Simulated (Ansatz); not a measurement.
**Molecular dynamics of C$_{2}$H$_{6}$LiS, charge +1**

Input:

```yaml
crystal:
  periodic: [false, false, false]
  atoms:
    - { symbol: Li, position_ang: [0.092851, 0.064201, -2.773379] }
    - { symbol: C, position_ang: [1.412476, -0.065938, 0.33435] }
    - { symbol: S, position_ang: [-0.005344, -0.691853, -0.672269] }
    - { symbol: C, position_ang: [-1.431942, 0.046789, 0.241273] }
    - { symbol: H, position_ang: [1.403407, 1.032792, 0.399047] }
    - { symbol: H, position_ang: [2.34426, -0.409858, -0.140407] }
    - { symbol: H, position_ang: [1.332789, -0.502634, 1.343728] }
    - { symbol: H, position_ang: [-1.331731, 1.139765, 0.323094] }
    - { symbol: H, position_ang: [-2.353979, -0.209473, -0.302705] }
    - { symbol: H, position_ang: [-1.462786, -0.403891, 1.247267] }
total_charge: 1
basis:
  gaussian: { orbitals: STO-3G }
hamiltonian:
  xc: b3lyp
md:
  timestep: 1.0
  n_steps: 284
  ensemble: nvt_langevin
  temperature: 1000.0
  initial_velocities: maxwell_boltzmann
  seed: 154316
  friction: 0.005
```

Run as:

```bash
$ ansatz run input.yaml --threads 1 --pin off --max-ram 2048MiB --backend cpu --events-out ev --progress --plain --runs-dir out
```

It starts from a relaxed structure.

Output, in part (one step line in 5, the closing report, with atoms numbered from 0):

```
md step     0: t =     0.00 fs  T =   900.0 K  F+E_penalty+E_count = -13060.40839730 eV  E_kin = 1.163340 eV  (19 SCF iters)
md step     5: t =     5.00 fs  T =   561.8 K  F+E_penalty+E_count = -13059.96061423 eV  E_kin = 0.726228 eV  (24 SCF iters)
md step    10: t =    10.00 fs  T =   586.7 K  F+E_penalty+E_count = -13059.98516966 eV  E_kin = 0.758382 eV  (24 SCF iters)
md step    15: t =    15.00 fs  T =   598.4 K  F+E_penalty+E_count = -13059.97462238 eV  E_kin = 0.773506 eV  (24 SCF iters)
md step    20: t =    20.00 fs  T =   636.9 K  F+E_penalty+E_count = -13060.11332711 eV  E_kin = 0.823237 eV  (24 SCF iters)
md step    25: t =    25.00 fs  T =   517.8 K  F+E_penalty+E_count = -13059.85459856 eV  E_kin = 0.669268 eV  (25 SCF iters)
md step    30: t =    30.00 fs  T =   749.1 K  F+E_penalty+E_count = -13060.16894316 eV  E_kin = 0.968224 eV  (24 SCF iters)
md step    35: t =    35.00 fs  T =   479.3 K  F+E_penalty+E_count = -13059.84860237 eV  E_kin = 0.619575 eV  (23 SCF iters)
md step    40: t =    40.00 fs  T =   395.8 K  F+E_penalty+E_count = -13059.79322179 eV  E_kin = 0.511617 eV  (24 SCF iters)
md step    45: t =    45.00 fs  T =   553.4 K  F+E_penalty+E_count = -13059.83338875 eV  E_kin = 0.715370 eV  (24 SCF iters)
md step    50: t =    50.00 fs  T =   611.8 K  F+E_penalty+E_count = -13059.80688737 eV  E_kin = 0.790830 eV  (25 SCF iters)
md step    55: t =    55.00 fs  T =   445.5 K  F+E_penalty+E_count = -13059.55641134 eV  E_kin = 0.575875 eV  (24 SCF iters)
md step    60: t =    60.00 fs  T =   737.5 K  F+E_penalty+E_count = -13059.93738105 eV  E_kin = 0.953323 eV  (24 SCF iters)
md step    65: t =    65.00 fs  T =   719.0 K  F+E_penalty+E_count = -13059.91997334 eV  E_kin = 0.929388 eV  (24 SCF iters)
md step    70: t =    70.00 fs  T =   478.9 K  F+E_penalty+E_count = -13059.72037155 eV  E_kin = 0.619079 eV  (21 SCF iters)
md step    75: t =    75.00 fs  T =   561.2 K  F+E_penalty+E_count = -13059.66878469 eV  E_kin = 0.725380 eV  (24 SCF iters)
md step    80: t =    80.00 fs  T =   842.5 K  F+E_penalty+E_count = -13059.99015045 eV  E_kin = 1.088978 eV  (24 SCF iters)
md step    85: t =    85.00 fs  T =   648.9 K  F+E_penalty+E_count = -13059.66223579 eV  E_kin = 0.838782 eV  (25 SCF iters)
md step    90: t =    90.00 fs  T =   747.4 K  F+E_penalty+E_count = -13059.77377327 eV  E_kin = 0.966067 eV  (24 SCF iters)
md step    95: t =    95.00 fs  T =   668.2 K  F+E_penalty+E_count = -13059.71684679 eV  E_kin = 0.863728 eV  (24 SCF iters)
md step   100: t =   100.00 fs  T =   760.9 K  F+E_penalty+E_count = -13059.87465284 eV  E_kin = 0.983480 eV  (23 SCF iters)
md step   105: t =   105.00 fs  T =   673.6 K  F+E_penalty+E_count = -13059.76036149 eV  E_kin = 0.870641 eV  (22 SCF iters)
md step   110: t =   110.00 fs  T =   901.5 K  F+E_penalty+E_count = -13060.03618149 eV  E_kin = 1.165283 eV  (25 SCF iters)
md step   115: t =   115.00 fs  T =   799.1 K  F+E_penalty+E_count = -13059.93044697 eV  E_kin = 1.032870 eV  (24 SCF iters)
md step   120: t =   120.00 fs  T =   658.9 K  F+E_penalty+E_count = -13059.72710034 eV  E_kin = 0.851679 eV  (24 SCF iters)
md step   125: t =   125.00 fs  T =   858.9 K  F+E_penalty+E_count = -13059.87221858 eV  E_kin = 1.110209 eV  (22 SCF iters)
md step   130: t =   130.00 fs  T =   728.5 K  F+E_penalty+E_count = -13059.60629143 eV  E_kin = 0.941615 eV  (24 SCF iters)
md step   135: t =   135.00 fs  T =   767.0 K  F+E_penalty+E_count = -13059.46271057 eV  E_kin = 0.991471 eV  (26 SCF iters)
md step   140: t =   140.00 fs  T =   740.8 K  F+E_penalty+E_count = -13059.51145675 eV  E_kin = 0.957621 eV  (24 SCF iters)
md step   145: t =   145.00 fs  T =   836.7 K  F+E_penalty+E_count = -13059.71800245 eV  E_kin = 1.081484 eV  (24 SCF iters)
md step   150: t =   150.00 fs  T =   582.5 K  F+E_penalty+E_count = -13059.49405454 eV  E_kin = 0.752902 eV  (25 SCF iters)
md step   155: t =   155.00 fs  T =   741.2 K  F+E_penalty+E_count = -13059.68199279 eV  E_kin = 0.958129 eV  (24 SCF iters)
md step   160: t =   160.00 fs  T =   649.9 K  F+E_penalty+E_count = -13059.54287004 eV  E_kin = 0.840019 eV  (24 SCF iters)
md step   165: t =   165.00 fs  T =   724.2 K  F+E_penalty+E_count = -13059.58571032 eV  E_kin = 0.936083 eV  (24 SCF iters)
md step   170: t =   170.00 fs  T =   639.4 K  F+E_penalty+E_count = -13059.37824315 eV  E_kin = 0.826466 eV  (24 SCF iters)
md step   175: t =   175.00 fs  T =   837.2 K  F+E_penalty+E_count = -13059.69881023 eV  E_kin = 1.082132 eV  (24 SCF iters)
md step   180: t =   180.00 fs  T =   686.2 K  F+E_penalty+E_count = -13059.53045789 eV  E_kin = 0.886934 eV  (22 SCF iters)
md step   185: t =   185.00 fs  T =   809.9 K  F+E_penalty+E_count = -13059.60724563 eV  E_kin = 1.046907 eV  (24 SCF iters)
md step   190: t =   190.00 fs  T =   712.3 K  F+E_penalty+E_count = -13059.53708755 eV  E_kin = 0.920697 eV  (24 SCF iters)
md step   195: t =   195.00 fs  T =   856.2 K  F+E_penalty+E_count = -13059.47285607 eV  E_kin = 1.106714 eV  (23 SCF iters)
md step   200: t =   200.00 fs  T =   726.0 K  F+E_penalty+E_count = -13059.26574641 eV  E_kin = 0.938399 eV  (24 SCF iters)
md step   205: t =   205.00 fs  T =   981.4 K  F+E_penalty+E_count = -13059.50200135 eV  E_kin = 1.268542 eV  (26 SCF iters)
md step   210: t =   210.00 fs  T =   957.6 K  F+E_penalty+E_count = -13059.56180321 eV  E_kin = 1.237803 eV  (25 SCF iters)
md step   215: t =   215.00 fs  T =  1067.6 K  F+E_penalty+E_count = -13059.59111440 eV  E_kin = 1.379927 eV  (23 SCF iters)
md step   220: t =   220.00 fs  T =   781.9 K  F+E_penalty+E_count = -13059.44003353 eV  E_kin = 1.010623 eV  (25 SCF iters)
md step   225: t =   225.00 fs  T =   824.7 K  F+E_penalty+E_count = -13059.45615180 eV  E_kin = 1.066022 eV  (23 SCF iters)
md step   230: t =   230.00 fs  T =   521.4 K  F+E_penalty+E_count = -13059.19140288 eV  E_kin = 0.673912 eV  (24 SCF iters)
md step   235: t =   235.00 fs  T =   635.9 K  F+E_penalty+E_count = -13059.39729792 eV  E_kin = 0.821910 eV  (24 SCF iters)
md step   240: t =   240.00 fs  T =   404.9 K  F+E_penalty+E_count = -13059.10148949 eV  E_kin = 0.523419 eV  (24 SCF iters)
md step   245: t =   245.00 fs  T =   675.1 K  F+E_penalty+E_count = -13059.53445581 eV  E_kin = 0.872690 eV  (24 SCF iters)
md step   250: t =   250.00 fs  T =   550.9 K  F+E_penalty+E_count = -13059.33128981 eV  E_kin = 0.712042 eV  (25 SCF iters)
md step   255: t =   255.00 fs  T =   907.1 K  F+E_penalty+E_count = -13059.72806961 eV  E_kin = 1.172539 eV  (22 SCF iters)
md step   260: t =   260.00 fs  T =   633.6 K  F+E_penalty+E_count = -13059.50049020 eV  E_kin = 0.818929 eV  (25 SCF iters)
md step   265: t =   265.00 fs  T =   637.9 K  F+E_penalty+E_count = -13059.56782967 eV  E_kin = 0.824506 eV  (24 SCF iters)
md step   270: t =   270.00 fs  T =   650.2 K  F+E_penalty+E_count = -13059.63007918 eV  E_kin = 0.840413 eV  (24 SCF iters)
md step   275: t =   275.00 fs  T =   834.3 K  F+E_penalty+E_count = -13059.87872649 eV  E_kin = 1.078464 eV  (23 SCF iters)
md step   280: t =   280.00 fs  T =   666.1 K  F+E_penalty+E_count = -13059.64983451 eV  E_kin = 0.861008 eV  (24 SCF iters)
md step   284: t =   284.00 fs  T =   517.7 K  F+E_penalty+E_count = -13059.40122942 eV  E_kin = 0.669241 eV  (22 SCF iters)
Total energy: -13059.40148627 eV, -479.9241526403 hartree
Atom 0 at     1.210514     1.222297    -2.681921 Å, force    -0.267155    -0.343462     0.185264 eV/Å
Atom 1 at     1.177567     1.470652     0.505947 Å, force     2.068113    -2.551315     1.833714 eV/Å
Atom 2 at     0.778973     0.205465    -0.747607 Å, force    -0.295572    -1.195009    -1.301425 eV/Å
Atom 3 at    -0.730665    -0.846348    -0.297339 Å, force     2.427465    -1.585392    -0.460096 eV/Å
Atom 4 at     1.269386     2.345973    -0.072978 Å, force    -1.296448     2.627956     0.072567 eV/Å
Atom 5 at     2.240760     1.365262     0.882257 Å, force    -0.774100    -0.785539    -0.513612 eV/Å
Atom 6 at     0.572443     1.255406     1.410954 Å, force    -0.556822     1.443469    -0.510881 eV/Å
Atom 7 at    -1.671475    -0.360696    -0.269338 Å, force    -1.614380     1.435710    -0.693480 eV/Å
Atom 8 at    -0.728648    -1.736944    -1.044562 Å, force     0.042917     1.587117     1.532253 eV/Å
Atom 9 at    -0.556066    -1.145506     0.750616 Å, force     0.265982    -0.633534    -0.144304 eV/Å
Dipole moment:     0.308912     0.552360    -1.138938 e Å
```

All steps were run. The mean temperature of the second half is 27 % below the set value. A run of 0.28 ps of so small a system gives no equilibrium averages. Limits of this set-up: minimal basis, the dipole of an ion depends on the origin.

The same pairs are bonded in the first frame and the last. Pairs count as bonded within 1.25 times the sum of covalent radii (0.12 Å more for H–H).

Last frame:

```xyz
10
Properties=species:S:1:pos:R:3
Li 1.210 1.222 -2.682
C 1.178 1.471 0.506
S 0.779 0.205 -0.748
C -0.731 -0.846 -0.297
H 1.269 2.346 -0.073
H 2.241 1.365 0.882
H 0.572 1.255 1.411
H -1.671 -0.361 -0.269
H -0.729 -1.737 -1.045
H -0.556 -1.145 0.751
```

Run time: 22 min on 1 thread of AMD EPYC (Zen 3), on a shared host, peak memory 0.097 GiB.
